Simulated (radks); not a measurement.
Dynamic dipole polarisability and lines of the arsenic ion As4+, [Ar] 3d10 4s1. Calculated with a radial shooting solver on a logarithmic mesh with Libxc functionals: non-relativistic Kohn-Sham, LB94 model potential, spin-polarised, spherical densities, point nucleus; open shells are filled with parallel spins first. Time-dependent linear response with the Hartree and adiabatic LDA kernel, continuum included through the Sternheimer equations. Lines are the poles of the dipole polarisability below minus the highest occupied eigenvalue, found on a grid refined at the orbital gaps; the lowest seven at most are given, and weak or close lines can be missed. The first line takes the name of the lowest orbital gap if no other gap lies below it; otherwise a line is named after a gap within 0.6 % of it, if that gap stands alone.

| photon energy (eV) | alpha (bohr^3) |
|---|---|
| 0 | 3.854 |
| 3.215 | 4.061 |
| 7.501 | 5.421 |
| 11.788 | 17.06 |
| 16.074 | -5.934 |
| 20.360 | -1.658 |
| 24.647 | -0.5940 |
| 28.933 | -0.09853 |
| 33.220 | 0.2303 |
| 37.506 | 0.7964 |
| 41.792 | 0.5217 |
| 46.079 | 1.088 |
| 50.365 | 3.164 |

Lines (eV, oscillator strength): 13.156 (94.24 nm, 4s-4p), f = 0.758; 38.483 (32.22 nm, unassigned), f = 0.0416; 49.098 (25.25 nm, 4s-6p), f = 0.0607; 51.205 (24.21 nm, unassigned), f = 0.646; 51.763 (23.95 nm, unassigned), f = 0.0155; 57.452 (21.58 nm, 4s-8p), f = 0.00524. Higher lines, where found, are left out when the end of the mesh affects them. Those listed give 90 % of the static polarisability (sum of f/w^2). Orbital energy gaps for comparison: 4s-4p 12.247 eV; 4s-5p 38.801 eV; 4s-6p 49.266 eV; 3d-4p down 49.447 eV; 3d-4p 50.538 eV. At laser wavelengths: 1550 nm 3.866, 1064 nm 3.880, 780 nm 3.902, 532 nm 3.959, 355 nm 4.101, 266 nm 4.321, 193 nm 4.873 bohr^3.
